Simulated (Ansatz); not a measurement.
C2H3AlF2 (`F/C=[C](\F)[AlH2]`). The species carries charge 0 and has multiplicity 1. All single points use the PBE0-D4/def2-TZVP geometry.

```xyz
8

F     1.928   -0.291   -1.712
C     0.942    0.171   -0.953
C     0.285   -0.568   -0.058
F     0.646   -1.862    0.083
Al   -1.147    0.223    1.000
H     0.711    1.216   -1.124
H    -1.433    1.751    0.702
H    -1.932   -0.641    2.063
```

(1) What is the dipole moment at ωB97M-V/def2-TZVPP? (Estimate.)

(2) And with PBE, r2SCAN, B3LYP? (Best estimate.)

(3) Give the Mulliken charges with ωB97M-V, PBE, r2SCAN in def2-TZVPP. (Estimate.)

Results:

(1) Ansatz gave: 1.98 D, with components (-1.05, 1.63, 0.37) D in this frame, pointing from negative to positive charge.

(2) Ansatz gave: PBE 1.61 D, r2SCAN 1.74 D, B3LYP 1.93 D.

(3) Computed: 
| atom | ωB97M-V | PBE | r2SCAN |
| --- | --- | --- | --- |
| F1 | -0.17 | -0.13 | -0.17 |
| C2 | 0.10 | 0.06 | 0.13 |
| C3 | -0.01 | 0.03 | -0.03 |
| F4 | -0.20 | -0.17 | -0.21 |
| Al5 | 0.38 | 0.32 | 0.48 |
| H6 | 0.11 | 0.10 | 0.10 |
| H7 | -0.11 | -0.12 | -0.15 |
| H8 | -0.10 | -0.11 | -0.15 |

B3LYP here is the variant with VWN-RPA as its local correlation; programs differ in this.
